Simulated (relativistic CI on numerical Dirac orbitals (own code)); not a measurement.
**Crystal-field levels of Ru⁺, 4d7**

Calculated by Dirac-Coulomb-Breit CI, KLI orbitals optimised for each configuration, model QED (radiative potential, 1s self-energy scaled to tabulated hydrogen-like ionisation energies), valence Slater integrals scaled by 0.65, one configuration in a parametric crystal field (own radial code).

Field parameters in Wybourne normalisation: D4h B²₀ = −7Ds, B⁴₀ = 21(Dq − Dt), B⁴₄ = 21√(5/14) Dq. The field is a parameter set, without covalency.

S is read from ⟨S²⟩ = S(S + 1).

Levels (cm⁻¹, degeneracy): 0 (2), 3204 (2), 6420 (2), 6444 (2), 9135 (2), 9593 (2), 9911 (2), 10299 (2), 14857 (2), 15898 (2), 16658 (2), 17402 (2).

**Question.** Which field gives this pattern?
A. D4h, 10Dq = 16150, Ds = 3000, Dt = -90 cm⁻¹
B. D4h, 10Dq = 16150, Ds = -1500, Dt = -90 cm⁻¹
C. D4h, 10Dq = 16150, Ds = 2180, Dt = -90 cm⁻¹
D. D4h, 10Dq = 16150, Ds = 950, Dt = -90 cm⁻¹

**Answer.** D. D4h, 10Dq = 16150, Ds = 950, Dt = -90 cm⁻¹, ground level with S = 0.54.
